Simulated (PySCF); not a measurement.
C4H10N2PSi (doublet state).
Cartesian coordinates in Å at the GFN2-xTB level; atoms count from 1:
```xyz
18
C4H10N2PSi angstrom
C      1.7140    1.2392    2.0588
N      1.4891    0.8934    0.8683
C      0.8599   -0.3226    0.5730
C      1.3517   -1.0210   -0.6307
C      0.1752   -1.6410   -1.2931
Si    -0.8032   -0.1945   -0.4828
N     -0.7905    1.1937   -1.5120
P     -2.7554   -0.5928    0.6008
H      2.1705    2.2005    2.2398
H      1.4655    0.6292    2.9343
H      0.7181   -0.9822    1.4467
H      2.1464   -0.5807   -1.2063
H      0.2560   -1.7365   -2.3717
H     -0.0934   -2.6115   -0.8755
H     -1.5126    1.8887   -1.4131
H      0.0986    1.6376   -1.6896
H     -3.0683    0.7539    0.6629
H     -3.4304   -0.7472   -0.5949
```

The hyperfine couplings belong to this conformer and change with its torsions.

The species is `C=N[C@@H]1[CH]C[Si@@]1(N)P` [radical].

Computed with UKS B3LYP, pcH-1 on C H N P Si, non-relativistic, mean-field spin-orbit, GIAO (PySCF 2.14.0). Isolated species at its GFN2-xTB geometry (one conformer only). The geometry wasn't refined by DFT: couplings that depend on bond lengths, twists or pyramidal angles can differ widely from those at the functional's own minimum. No stability test was run, so a lower SCF solution isn't excluded.

Principal values of hyperfine tensors in MHz (contact, dipolar and spin–orbit terms together), for some of the nuclei:

```json
{"atom": "Si6", "isotope": "29Si", "A1": "-229.21", "A2": "-219.58", "A3": "-210.38"}
{"atom": "C4", "isotope": "13C", "A1": "62.97", "A2": "63.21", "A3": "275.32"}
{"atom": "H11", "isotope": "1H", "A1": "93.80", "A2": "95.80", "A3": "107.74"}
{"atom": "P8", "isotope": "31P", "A1": "41.89", "A2": "43.01", "A3": "109.05"}
{"atom": "H12", "isotope": "1H", "A1": "-86.22", "A2": "-52.45", "A3": "-17.62"}
{"atom": "C3", "isotope": "13C", "A1": "-25.88", "A2": "-23.14", "A3": "-18.98"}
{"atom": "C5", "isotope": "13C", "A1": "-26.41", "A2": "-23.47", "A3": "-17.68"}
{"atom": "H13", "isotope": "1H", "A1": "11.97", "A2": "14.27", "A3": "23.40"}
```

Task: Split each tensor into its isotropic and traceless parts, and turn a_iso into mT with g = 2.0024.

Result: a_iso is a third of the trace, T = A − a_iso, and a(mT) = a(MHz)/(g × 13.996). The tensors hold a spin–orbit part: the run splits a_iso into a_FC + a_SO, and T includes its anisotropic share.

```csv
atom,a_iso (MHz),a_FC,a_SO,a_iso (mT),T1,T2,T3
Si6,-219.72,-219.78,0.06,-7.840,-9.49,0.15,9.34
C4,133.84,133.93,-0.09,4.775,-70.86,-70.62,141.49
H11,99.11,99.11,0.00,3.536,-5.32,-3.31,8.63
P8,64.65,65.01,-0.36,2.307,-22.76,-21.64,44.41
H12,-52.10,-52.10,0.01,-1.859,-34.12,-0.35,34.47
C3,-22.67,-22.68,0.01,-0.809,-3.22,-0.47,3.69
C5,-22.52,-22.53,0.02,-0.803,-3.89,-0.95,4.84
H13,16.55,16.55,0.00,0.590,-4.58,-2.28,6.86
```

Task: What spin density at the nucleus of C3 lies behind its contact coupling (g_N = 1.40482)?

Result: a_FC = 800.24 MHz bohr³ × g_N × ρ(0)/(2S). With a_FC = -22.68 MHz and 2S = 1, ρ(0) = -0.02017 bohr⁻³.

Task: H14 (1H, g_N = 5.58569) isn't in the table. Its spin density at the nucleus is 0.02609 bohr⁻³. What is its contact coupling?

Result: By the same relation, a_FC = 116.6 MHz. Its full tensor has the principal values 111.32, 112.29, 126.20 MHz.

Task: Which nucleus of the table has the largest anisotropic coupling, and what is its form?

Result: C4: -70.9, -70.6, 141.5 MHz, axial, in the ratio −1:−1:+2, the form that spin in one p orbital centred on that nucleus gives.

Task: In a single crystal, with the field along each principal axis of the tensor of H11 in turn, what first-order splitting does this nucleus give (isotropic g, quadrupole terms neglected)?

Result: 2 lines (I = 1/2), spaced by |A_i|/(g × 13.996): 3.35, 3.42, 3.84 mT along the axes of A1, A2 and A3.
